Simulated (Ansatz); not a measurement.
Energy needed to pull apart CH₂OSe (SMILES OC=[Se]), singlet, into free ground-state atoms, from the structure below (at a frame of a short PBE0-D4/def2-SVP trajectory); no zero-point or spin–orbit terms; open-shell atoms are treated unrestricted, in their ground-state multiplicity.

```xyz
5
angstrom
O -0.5843 -0.8015 -0.0437
C 0.2097 0.1755 0.0812
Se 1.7577 0.0917 0.9557
H -1.2691 -0.5809 -0.7189
H -0.0407 1.1150 -0.4654
```

Program: Ansatz 0.2.0. Basis: def2-TZVPP. Cores are frozen in the correlated methods. Filled d shells of the heavier atoms are correlated. The def2 sets are not built for correlating such inner shells, so the correlated values are less sure here.

| method | atomization energy (kJ/mol) |
| --- | --- |
| PBE-D4 | 1817 |
| r2SCAN-D4 | 1749 |
| PBE0-D4 | ? |
| wB97M-V | 1726 |
| HF | ? |
| MP2 | 1730 |
| CCSD | 1626 |
| CCSD(T) | 1675 |

**Question.** What does PBE0-D4 give? (Judge from chemistry; the value comes from the calculation.)

**Answer.** The calculation gives: 1739 kJ/mol, which is about 64 kJ/mol more than CCSD(T)/def2-TZVPP.

**Question.** What does HF give? (To be estimated.)

**Answer.** Computed: 1087 kJ/mol, which is about 588 kJ/mol less than CCSD(T)/def2-TZVPP.

In triple zeta the MP2 and coupled-cluster atomization energies are still short of their basis limit by a few kcal/mol a bond, whereas those of the functionals are nearly converged, so these differences are not deviations from converged CCSD(T).

The T1 diagnostic stays at or below 0.018. The restricted Hartree–Fock reference is unstable towards an unrestricted one here.

For scale, one of the runs: CCSD(T)/def2-TZVPP forces, 138 basis functions, launched by `ansatz run in.yaml --threads 2 --pin off --events-out ev --progress --plain --max-ram 3481MiB`. Hardware: 2 CPU threads of an Intel Xeon, shared host. Wall time 4.2 min; peak host memory 1.3 GiB.
